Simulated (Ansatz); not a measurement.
Total energies of Br$_{3}$H$_{2}$NSi, SMILES `N[Si](Br)(Br)Br`.

Cartesian coordinates in Å:
```
N 0.373 -0.640 0.876
Si -0.185 0.361 -0.361
Br -2.236 0.980 0.145
Br 1.171 2.089 -0.495
Br -0.260 -0.570 -2.370
H -0.217 -1.366 1.249
H 1.354 -0.853 0.955
```

The species carries charge 0 and has multiplicity 1. Correlated methods include outer-core shells of Br, which these sets cover unevenly. Scalar relativity is left out up to krypton. All single points use the PBE0-D4/def2-TZVP geometry. It is one conformer, not always the lowest. Basis def2-TZVPP, Ansatz 0.2.0.

RPA on PBE orbitals: Hartree–Fock energy of these orbitals -8061.95281 Eh, correlation -1.72878 Eh (frozen core).

```csv
functional,energy without D4 (Eh),D4 term (kJ/mol)
LDA (SPW92),-8055.86733,–
BHLYP,-8068.08083,-46.2
```

(1) Give the same for PBE, revPBE, BLYP, r2SCAN, B97M-V, PBE0, B3LYP, r2SCANh, r2SCAN0, HSE06 (plane-wave form), CAM-B3LYP, LC-ωPBE, ωB97X-V, ωB97M-V, B2PLYP, PBE-QIDH. (Best estimate.)

B3LYP takes the VWN-RPA correlation (the form of Gaussian; ORCA's B3LYP/G). HSE06 is the plane-wave form, built on full-range PBE exchange. The double hybrids freeze the cores in their second-order part.

## Answers

(1) The calculation gave: 
```
             functional  energy without D4 (Eh)  D4 term (kJ/mol)
                    PBE             -8066.76311             -30.3
                 revPBE             -8067.38852             -71.7
                   BLYP             -8068.18403             -64.5
                 r2SCAN             -8068.04329              -6.6
                 B97M-V             -8066.66940                 –
                   PBE0             -8067.06420             -26.1
                  B3LYP             -8068.23568             -50.3
                r2SCANh             -8068.03747              -7.4
                r2SCAN0             -8068.03033              -8.3
HSE06 (plane-wave form)             -8067.06868             -24.9
              CAM-B3LYP             -8068.49516             -27.5
                LC-ωPBE             -8066.94804                 –
                ωB97X-V             -8067.37018                 –
                ωB97M-V             -8067.67714                 –
                 B2PLYP             -8066.82824                 –
               PBE-QIDH             -8066.05041                 –
```

LC-ωPBE has ω = 0.4 bohr⁻¹.
